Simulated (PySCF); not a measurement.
Si(F)2(Cl)(Et) (C₂H₅ClF₂Si), SMILES CC[Si](F)(F)Cl.

The structure is a stationary point at r2SCAN-D4/def2-SVP. The values are those of a single conformer.

Two levels are set side by side: TDA-PBE/def2-SVPD (PySCF) and TDA-PBE0/def2-SVPD (PySCF). Vertical, same geometry. The lowest singlet is HOMO→LUMO 97 % with PBE and HOMO→LUMO 97 % with the other functional; states are paired by order. Differences are taken from unrounded values.

```tsv
quantity	TDA-PBE0
lowest singlet excitation (eV)	8.38
lowest triplet excitation (TDA) (eV)	7.96
first bright state (f over 0.05) (eV)	8.38
its oscillator strength	0.09
```

### Question
What does TDA-PBE give, and how far is it from TDA-PBE0? (Estimate from the structure and the level; the computed values follow.)

### Answer

```csv
quantity,TDA-PBE,TDA-PBE minus TDA-PBE0
lowest singlet excitation (eV),7.53,-0.85
lowest triplet excitation (TDA) (eV),7.23,-0.73
first bright state (f over 0.05) (eV),7.53,-0.85
its oscillator strength,0.07,-0.02
```

Functionals without exact exchange tend to place singlet excitations lower, as here. Differences between two approximate levels are no errors against the true value.

Rough cost on one machine, each run with all the roots and properties that it gave: TDA-PBE0 against TDA-PBE about 2 times.
